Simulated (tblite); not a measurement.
Compound: C₈H₁₅P.
Structure used (GFN2-xTB), in Å, numbered top down from 1:
```xyz
24
C8H15P angstrom
C     -2.755    0.780    0.988
C     -1.647    0.988   -0.038
C     -0.710   -0.215   -0.166
C     -1.432   -1.447   -0.699
P      0.689    0.246   -1.352
C      1.521    1.467   -0.282
C      2.458    0.958    0.504
C      2.687   -0.517    0.417
C      1.971   -1.017   -0.842
H     -3.438   -0.006    0.677
H     -2.333    0.511    1.954
H     -3.329    1.696    1.111
H     -1.059    1.862    0.257
H     -2.087    1.202   -1.015
H     -0.271   -0.437    0.814
H     -1.939   -1.211   -1.633
H     -2.169   -1.806    0.016
H     -0.731   -2.258   -0.891
H      1.270    2.515   -0.328
H      3.043    1.540    1.203
H      2.291   -0.998    1.317
H      3.755   -0.743    0.377
H      1.525   -2.003   -0.710
H      2.678   -1.087   -1.673
```

Computed with GFN2-xTB (tblite): harmonic, unscaled wavenumbers at the GFN2-xTB geometry, gas phase. The method is semi-empirical: single wavenumbers can be off by several per cent or more. One conformer, not necessarily the lowest.

Harmonic wavenumbers (cm⁻¹): 48.1, 56.4, 93.3, 143.4, 167.0, 193.4, 232.3, 250.1, 296.9, 342.2, 386.0, 425.3, 509.9, 630.8, 667.0, 714.8, 736.6, 764.7, 798.4, 812.9, 884.4, 886.6, 947.8, 961.8, 973.5, 1013.1, 1035.0, 1050.1, 1080.4, 1105.6, 1114.8, 1140.8, 1153.3, 1163.3, 1207.0, 1244.2, 1253.4, 1266.9, 1297.4, 1301.8, 1344.9, 1410.0, 1413.1, 1446.7, 1475.8, 1484.6, 1495.4, 1497.6, 1505.0, 1515.9, 1651.7, 2890.9, 2929.3, 2951.9, 2956.4, 2969.3, 2970.5, 2986.4, 3013.7, 3022.5, 3025.3, 3029.3, 3032.3, 3045.0, 3058.3, 3085.1.

A = 2284, B = 920.4, C = 809.5 MHz; mass 142.091 u (most abundant isotopes); point group C1, symmetry number 1.

Problem. Zero-point energy?

Solution. ½Σν̃ = 45779 cm⁻¹ = 130.89 kcal/mol.

Problem. What is S at 500 K and 1 bar for an ideal gas of classical rigid rotors and harmonic oscillators?

Solution. Translation 43.36, rotation 31.17, vibration 56.63: S = 131.2 cal/(mol K).

Problem. And Cp and H(500 K) − H(0)?

Solution. Cp = 66.78 cal/(mol K), of which vibrations give 58.83 (their classical limit is 66 R = 131.2); H(500 K) − H(0) = 18.66 kcal/mol without the zero-point energy, 14.69 from vibrations.

Problem. Which modes carry the vibrational entropy at 500 K?

Solution. 48.1 cm⁻¹: 5.92; 56.4 cm⁻¹: 5.60; 93.3 cm⁻¹: 4.61; 143.4 cm⁻¹: 3.76; 167.0 cm⁻¹: 3.46; 193.4 cm⁻¹: 3.18 cal/(mol K); the other 60 give 30.10 together.

Problem. Blend soft modes into free rotors: weight 1/[1 + (100 cm⁻¹/ν̃)⁴] for the oscillator and the rest for a rotor with moment μB/(μ + B), μ = h/(8π²ν), B = 10⁻⁴⁴ kg m². What vibrational entropy results?

Solution. 52.47 cal/(mol K) in place of 56.63, which changes −T·S at 500 K by +2.08 kcal/mol.

Problem. What must be added to the electronic energy to get the Gibbs energy at 500 K and 1 bar?

Solution. ZPE + [H(500 K) − H(0)] − T·S = 130.89 + 18.66 − 65.58 = 83.97 kcal/mol.

Problem. How do the functions run with temperature in this model?

Solution. 
```tsv
T (K)	S (cal/(mol K))	Cp (cal/(mol K))	H − H(0) (kcal/mol)	G − H(0) (kcal/mol)	ln q(vib)
50	59.8	13.8	0.52	-2.47	0.61
100	71.4	20.2	1.37	-5.77	1.97
298.15	103.2	42.7	7.52	-23.24	7.79
373.15	113.8	52.3	11.08	-31.37	9.98
750	162.5	87.5	38.14	-83.71	21.04
1000	189.6	101.3	61.85	-127.80	28.04
```

q(vib) and H(0) count from the zero-point level.

Hindered rotation and anharmonicity are outside this model. Other conformers, if any are populated, would add a mixing term that is left out. The structure is chiral; the term R ln 2 for an equal mix with its mirror image is left out.
